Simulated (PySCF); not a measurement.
**Magnetic susceptibility: `C#C[P+](C)(C)Cc1ccccc1`, [C11H14P]+, charge +1**

Geometry:
```
atom   x (Å)   y (Å)   z (Å)
  C1  -3.981  -1.341  -1.520
  C2  -3.017  -0.867  -0.979
  P3  -1.594  -0.198  -0.218
  C4  -1.645   1.599  -0.394
  C5  -1.629  -0.634   1.535
  C6  -0.119  -0.894  -1.036
  C7   1.122  -0.329  -0.390
  C8   1.692   0.842  -0.874
  C9   2.831   1.360  -0.281
 C10   3.406   0.714   0.801
 C11   2.844  -0.455   1.285
 C12   1.704  -0.975   0.694
 H13  -4.830  -1.753  -1.990
 H14  -2.523   1.989   0.120
 H15  -1.701   1.867  -1.449
 H16  -0.743   2.028   0.045
 H17  -1.674  -1.717   1.644
 H18  -0.727  -0.255   2.017
 H19  -2.508  -0.191   2.003
 H20  -0.162  -1.982  -0.938
 H21  -0.171  -0.636  -2.098
 H22   1.258   1.337  -1.732
 H23   3.271   2.264  -0.671
 H24   4.295   1.117   1.259
 H25   3.295  -0.968   2.119
 H26   1.282  -1.899   1.061
```

Total charge +1.

Computed, not measured: GIAO PBE/pcSseg-1 magnetisability, rotational g tensor and spin-rotation constants, non-relativistic, gas phase in PySCF 2.14.0. Geometry: GFN2-xTB.

For an ion the centre-of-mass motion in the field is neglected.

Task: How diamagnetic is it, and how anisotropic?

Result: Isotropic -2030 × 10⁻³⁰ J/T², or -122.3 × 10⁻⁶ cm³/mol; principal values -2677, -1761, -1653 × 10⁻³⁰ J/T², anisotropy 974 × 10⁻³⁰ J/T² (root of half the summed squared differences of the principal values). The susceptibility is in cgs units.

Task: Split it along the inertial axes a, b, c into diamagnetic and paramagnetic parts about the centre of mass, with the quadrupole moment.

Result: 
| axis | χ (10⁻⁶ cm³/mol) | diamagnetic (10⁻⁶ cm³/mol) | paramagnetic (10⁻⁶ cm³/mol) | summed x² of all electrons (Å²) | quadrupole Θ (D Å) |
| --- | --- | --- | --- | --- | --- |
| a | -112.3 | -812.0 | 699.7 | 554.0 | +30.56 |
| b | -99.5 | -2678.9 | 2579.4 | 114.0 | -10.45 |
| c | -155.0 | -2834.0 | 2679.0 | 77.4 | -20.11 |

Anisotropies 2χaa − χbb − χcc = +29.9 and 2χbb − χaa − χcc = +68.2 × 10⁻⁶ cm³/mol. Θ is traceless in Buckingham's convention.

Task: And the rotational g tensor?

Result: 
```
axis  rotational constant (GHz)        g  nuclear part  electronic part
   a                     1.9255  -0.0078        0.6251          -0.6330
   b                     0.4570  +0.0006        0.5543          -0.5537
   c                     0.4334  +0.0130        0.5584          -0.5454
```
Asymmetric top; isotopes 12C, 1H, 31P; no vibrational averaging.
